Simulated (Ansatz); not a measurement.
Consider the atomization: `[CH3][Al]1[SiH2]N[C]1=N` → Al• + 2 C• + 7 H• + 2 N• + Si•.

Computed with Ansatz on PBE0-D4/def2-TZVP structures; ΔE is electronic, products minus reactants. CCSD(T)/CBS adds triple-zeta CCSD(T) − MP2 to the extrapolated MP2 energy (def2 sets, frozen cores). This one scheme is used for every species, atoms too. Functionals use def2-TZVPP. B3LYP here is the variant with VWN-RPA as its local correlation; programs differ in this. No spin–orbit coupling; open shells (•) take unrestricted orbitals. Spin–orbit coupling would lower the free atoms: a little for Al, C, Si. Each species was taken in one conformer, which may not be the lowest.

```csv
level,ΔE (eV)
B3LYP-D4,48.59
MP2/def2-TZVPP,47.61
SCS-MP2/def2-TZVPP,47.57
CCSD/def2-TZVPP,45.96
CCSD(T)/def2-TZVPP,46.86
SCS-MP2/def2-QZVPP,48.60
HF/CBS(def2),33.62
CCSD/CBS(def2),47.48
```

What does CCSD(T)/CBS give? (Estimate.)

The calculation gave: +48.37 eV. The listed levels differ from it by 0.22, -0.76, -0.80, -2.41, -1.51, 0.23, -14.75, -0.89 eV.

Largest T1 diagnostic among the species: 0.018.

From PBE to PBE0 (25 % exact exchange), in def2-TZVPP and without D4, ΔE moves by −1.05 eV: exact exchange takes away binding that semilocal exchange gives to molecules. The D4 term adds +0.49 eV with B3LYP and +0.26 eV with PBE0; it sums over pairs of atoms, weighted by their polarisabilities, and B3LYP, whose exchange is more repulsive, gets the larger term. In def2-TZVPP, CCSD(T) changes the Hartree–Fock value by +13.35 eV (the triples alone add +0.90 eV) and MP2 by +14.10 eV; breaking electron pairs costs correlation energy, which Hartree–Fock lacks.

For atomizations the MP2-based limit and the directly extrapolated one differ by several kJ/mol either way, and by 10 to 25 for some Ge, Se and Sn compounds, so smaller differences from it don't rank the levels.
